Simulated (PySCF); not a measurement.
PySCF input file for Ga(OH)(SiH3)2 (GaH7OSi2), SMILES [OH][Ga]([SiH3])[SiH3], B3LYP-D3(BJ)/def2-SVP. Geometry optimised at B3LYP-D3(BJ)/def2-SVP. The structure was generated by enumeration; whether it is a known compound was not checked. Other conformers were not sampled.

```python
import numpy as np
from pyscf import gto, scf, dft, df
from pyscf.hessian import thermo

mol = gto.M(
    atom='''
    Ga   -0.25931020   -0.00164037   -0.00000000
    O    -2.05961725   -0.12131294    0.00000000
    H    -2.54418351    0.71440337    0.00000000
    Si    0.75927540   -2.19741952    0.00000000
    H     1.63082846   -2.35885261   -1.20496071
    H     1.63082847   -2.35885261    1.20496071
    H    -0.26148728   -3.28529527    0.00000000
    Si    0.74889623    2.21375735    0.00000000
    H     1.61284195    2.39129545    1.20760228
    H     1.61284195    2.39129545   -1.20760229
    H    -0.28051880    3.29863154   -0.00000001
    ''',
    basis='def2-SVP',
    charge=0,
    spin=0,
    max_memory=1600,
    verbose=3,
)
mf = dft.RKS(mol, xc='b3lyp').density_fit(auxbasis='def2-universal-jkfit')
mf.disp = 'd3bj'
mf.grids.level = 3
mf.conv_tol = 1e-11
mf.max_cycle = 100
mf.kernel()

# [left out here: the lines that compute and print the analytic Hessian (its translational invariance restored by hand, since the grid's response is missing), thermochemistry and intensities]
```

Output:

```
[...]
       8   H                 0.03  0.16  0.00   -0.12 -0.28  0.11   -0.21 -0.42  0.17
       9   H                 0.03  0.16 -0.00    0.12  0.28  0.11    0.21  0.42  0.17
      10   H                -0.04  0.00  0.00   -0.00 -0.00  0.16   -0.00 -0.00  0.23
Mode                                 9                  10                  11
Irrep
Freq [cm^-1]                      454.4351            478.0495            497.5448
Reduced mass [au]                   1.1967              1.1477              1.1797
Force const [Dyne/A]                0.1456              0.1545              0.1721
Char temp [K]                     653.8309            687.8068            715.8562
Normal mode                   x     y     z       x     y     z       x     y     z
       0  Ga                 0.00 -0.03  0.00   -0.00 -0.00  0.02    0.02  0.00  0.00
       1   O                -0.00  0.02 -0.00    0.00  0.00  0.02    0.02  0.00  0.00
       2   H                 0.09  0.08  0.00    0.00  0.00 -0.43   -0.01 -0.01 -0.00
       3  Si                 0.03  0.03  0.00    0.00  0.00 -0.05   -0.05 -0.03 -0.00
       4   H                -0.06 -0.21 -0.02    0.22 -0.44  0.18    0.06  0.32  0.02
       5   H                -0.06 -0.21  0.02   -0.22  0.44  0.18    0.06  0.32 -0.02
       6   H                -0.31  0.34 -0.00   -0.00  0.00  0.25    0.38 -0.41  0.00
       7  Si                -0.04  0.03 -0.00   -0.00  0.00 -0.02   -0.04  0.02 -0.00
       8   H                 0.07 -0.30 -0.02   -0.08 -0.16  0.06    0.05 -0.26 -0.02
       9   H                 0.07 -0.30  0.02    0.08  0.16  0.06    0.05 -0.26  0.02
      10   H                 0.38  0.42  0.00    0.00  0.00  0.09    0.28  0.31  0.00
Mode                                12                  13                  14
Irrep
Freq [cm^-1]                      677.6809            769.7192            852.3340
Reduced mass [au]                  13.9703              1.1018              1.1168
Force const [Dyne/A]                3.7801              0.3846              0.4780
Char temp [K]                     975.0320           1107.4546           1226.3189
Normal mode                   x     y     z       x     y     z       x     y     z
       0  Ga                 0.05  0.00  0.00   -0.01  0.01  0.00   -0.00  0.01 -0.00
       1   O                -0.22 -0.02  0.00   -0.01 -0.07 -0.00   -0.00 -0.01 -0.00
       2   H                -0.09  0.07 -0.00    0.83  0.44  0.00    0.13  0.07 -0.00
       3  Si                 0.00 -0.00 -0.00   -0.01  0.00  0.00    0.01 -0.04 -0.00
       4   H                -0.00  0.03 -0.01    0.02 -0.03  0.02   -0.09  0.37 -0.11
       5   H                -0.00  0.03  0.01    0.02 -0.03 -0.02   -0.09  0.37  0.11
       6   H                -0.02  0.03  0.00    0.07 -0.07 -0.00   -0.26  0.24 -0.00
       7  Si                 0.00 -0.00 -0.00    0.01  0.00 -0.00   -0.02 -0.04  0.00
       8   H                -0.00 -0.03  0.01   -0.04 -0.04  0.04    0.09  0.36 -0.12
       9   H                -0.00 -0.03 -0.01   -0.04 -0.04 -0.04    0.09  0.36  0.12
      10   H                -0.03 -0.03 -0.00   -0.05 -0.05  0.00    0.26  0.25  0.00
Mode                                15                  16                  17
Irrep
Freq [cm^-1]                      883.9323            942.2063            942.2221
Reduced mass [au]                   1.1042              1.0340              1.0327
Force const [Dyne/A]                0.5083              0.5408              0.5402
Char temp [K]                    1271.7818           1355.6251           1355.6478
Normal mode                   x     y     z       x     y     z       x     y     z
       0  Ga                 0.00  0.00 -0.00   -0.00  0.00  0.00    0.00 -0.00  0.00
       1   O                -0.02 -0.00 -0.00    0.00 -0.00 -0.00   -0.00  0.00 -0.00
       2   H                -0.00  0.01 -0.00    0.00  0.00  0.01   -0.03 -0.02  0.00
       3  Si                -0.02  0.03  0.00    0.00  0.00 -0.02   -0.01 -0.00 -0.00
       4   H                 0.10 -0.35  0.12    0.15  0.27  0.06    0.20  0.03  0.14
       5   H                 0.10 -0.35 -0.12   -0.15 -0.27  0.06    0.19  0.02 -0.14
       6   H                 0.29 -0.26  0.00    0.00 -0.00  0.49   -0.08  0.07  0.01
       7  Si                -0.02 -0.03  0.00   -0.00  0.00  0.02    0.02 -0.01  0.00
       8   H                 0.11  0.34 -0.14    0.17 -0.29 -0.07   -0.49  0.09  0.34
       9   H                 0.11  0.34  0.14   -0.16  0.29 -0.06   -0.49  0.10 -0.35
      10   H                 0.28  0.26 -0.00   -0.00 -0.00 -0.54    0.24  0.21 -0.01
Mode                                18                  19                  20
Irrep
Freq [cm^-1]                      944.9508            945.3439           2189.3504
Reduced mass [au]                   1.0325              1.0319              1.0202
Force const [Dyne/A]                0.5432              0.5434              2.8812
Char temp [K]                    1359.5738           1360.1393           3149.9878
Normal mode                   x     y     z       x     y     z       x     y     z
       0  Ga                -0.00 -0.00  0.00   -0.00  0.00 -0.00    0.00  0.00  0.00
       1   O                 0.00  0.00 -0.00    0.00 -0.00  0.00   -0.00 -0.00 -0.00
       2   H                 0.01  0.00  0.00    0.00  0.00 -0.00    0.00  0.00 -0.00
       3  Si                -0.02 -0.01  0.00   -0.00 -0.00 -0.02    0.01 -0.01  0.00
       4   H                 0.49  0.09  0.35    0.16  0.30  0.06   -0.19  0.03  0.28
       5   H                 0.49  0.09 -0.35   -0.16 -0.30  0.06   -0.19  0.03 -0.28
       6   H                -0.23  0.20 -0.00   -0.00  0.00  0.54    0.10  0.09  0.00
       7  Si                -0.01  0.01  0.00   -0.00  0.00 -0.02   -0.00 -0.02 -0.00
       8   H                 0.19 -0.04 -0.13   -0.15  0.27  0.06    0.26  0.04  0.38
       9   H                 0.19 -0.04  0.13    0.15 -0.27  0.06    0.26  0.04 -0.38
      10   H                -0.10 -0.09 -0.00   -0.00 -0.00  0.49   -0.39  0.39 -0.00
Mode                                21                  22                  23
Irrep
Freq [cm^-1]                     2194.8191           2199.3108           2202.4408
Reduced mass [au]                   1.0233              1.0502              1.0505
Force const [Dyne/A]                2.9043              2.9929              3.0024
Char temp [K]                    3157.8560           3164.3185           3168.8220
Normal mode                   x     y     z       x     y     z       x     y     z
       0  Ga                -0.00  0.00  0.00    0.00 -0.00  0.00   -0.00  0.00 -0.00
       1   O                 0.00 -0.00 -0.00   -0.00  0.00  0.00    0.00 -0.00  0.00
       2   H                 0.00 -0.00 -0.00   -0.00  0.00  0.00    0.00  0.00 -0.00
       3  Si                 0.02 -0.01  0.00   -0.00  0.00  0.04   -0.00  0.00 -0.00
       4   H                -0.33  0.05  0.48    0.40 -0.07 -0.53    0.02 -0.00 -0.03
       5   H                -0.33  0.05 -0.48   -0.40  0.07 -0.53    0.02 -0.00  0.03
       6   H                 0.14  0.13  0.00   -0.00 -0.00  0.02   -0.02 -0.02 -0.00
       7  Si                 0.00  0.01  0.00   -0.00 -0.00 -0.01   -0.04  0.01 -0.00
       8   H                -0.14 -0.02 -0.20    0.09  0.02  0.13    0.26  0.06  0.38
       9   H                -0.14 -0.02  0.20   -0.09 -0.02  0.13    0.26  0.06 -0.38
      10   H                 0.26 -0.27  0.00   -0.00  0.00 -0.00    0.49 -0.53 -0.00
Mode                                24                  25                  26
Irrep
Freq [cm^-1]                     2202.5655           2221.1675           3843.5429
Reduced mass [au]                   1.0506              1.0469              1.0673
Force const [Dyne/A]                3.0029              3.0430              9.2895
Char temp [K]                    3169.0014           3195.7655           5530.0025
Normal mode                   x     y     z       x     y     z       x     y     z
       0  Ga                -0.00  0.00  0.00   -0.00 -0.00  0.00    0.00  0.00 -0.00
       1   O                 0.00 -0.00 -0.00    0.00  0.00  0.00   -0.03  0.05 -0.00
       2   H                 0.00  0.00  0.00    0.00  0.00  0.00    0.49 -0.83  0.00
       3  Si                -0.00  0.00  0.01   -0.03 -0.02  0.00   -0.00 -0.00  0.00
       4   H                 0.10 -0.02 -0.13    0.08 -0.03 -0.13    0.00 -0.00 -0.00
       5   H                -0.10  0.02 -0.13    0.08 -0.03  0.13    0.00 -0.00  0.00
       6   H                -0.00 -0.00  0.00    0.65  0.69  0.00    0.00 -0.00 -0.00
       7  Si                -0.00  0.00  0.04   -0.00  0.00 -0.00    0.00 -0.00  0.00
       8   H                -0.39 -0.08 -0.54   -0.00 -0.00 -0.01    0.00  0.00  0.00
       9   H                 0.39  0.08 -0.54   -0.00 -0.00  0.01    0.00  0.00 -0.00
      10   H                 0.00 -0.00  0.01    0.02 -0.02 -0.00   -0.00  0.00 -0.00
temperature 298.1500 [K]
pressure 101325.00 [Pa]
Rotational constants [GHz] 3.96553 1.55754 1.14812
Symmetry number 1
Zero-point energy (ZPE) 0.06219 [Eh]   163277.735 [J/mol]
                           tot       elec      trans        rot        vib
Entropy [J/mol/K]       418.088      0.000    171.149    118.019    128.920
Cv [J/mol/K]            126.563      0.000     12.472     12.472    101.620
Cp [J/mol/K]            134.878      0.000     20.786     12.472    101.620
Internal energy [J/mol]                      3718.434   3718.434 180481.234
Internal energy [Eh]   -2582.84274  -2582.91432
Enthalpy [J/mol]                             6197.391   3718.434 180481.234
Enthalpy [Eh]          -2582.84180
Gibbs free energy [J/mol]                  -44830.724 -31468.841 142043.754
Gibbs free energy [Eh] -2582.88928
static polarisability / bohr^3: [[ 82.939  -0.463   0.   ]
 [ -0.464 117.978  -0.   ]
 [ -0.     -0.     66.892]]
largest difference of analytic and finite-field dipole derivatives / e: 0.0009704500337697208
mode   freq/cm-1   IR/(km/mol)   Raman/(A^4/amu)   depolarisation
   1       13.61         0.000             0.051            0.750
   2       37.21         0.132             0.043            0.750
   3       73.40         1.743             1.868            0.596
   4      111.17         5.755             0.059            0.750
   5      147.20        15.339             1.716            0.678
   6      283.93         0.380            53.553            0.198
   7      349.81        18.923             5.728            0.717
   8      386.56        48.752             4.366            0.750
   9      453.40        15.340             3.591            0.750
  10      454.44        12.943             3.638            0.747
  11      478.05        62.437             1.131            0.750
  12      497.54         9.983            16.787            0.662
  13      677.68       102.272             9.153            0.282
  14      769.72       175.604             3.200            0.499
  15      852.33       494.863             5.429            0.749
  16      883.93        57.774             1.861            0.492
  17      942.21         0.309            45.609            0.750
  18      942.22        26.936             9.115            0.747
  19      944.95        50.904            40.617            0.750
  20      945.34        74.699             7.555            0.750
  21     2189.35       125.698            50.327            0.051
  22     2194.82        32.076           443.114            0.016
  23     2199.31        52.541            96.197            0.750
  24     2202.44       104.696           164.026            0.738
  25     2202.57       131.148           153.113            0.750
  26     2221.17        90.997           216.016            0.414
  27     3843.54        56.820           150.050            0.283
max |gradient| / (hartree/bohr): 5.060766363537076e-05
APT charges: [ 0.8436 -0.8132  0.264   0.6231 -0.2428 -0.2428 -0.2629  0.5856 -0.2386
 -0.2386 -0.2774]
```

The calculation finished and met its thresholds.

Cost: around 9 core-minutes (rough).
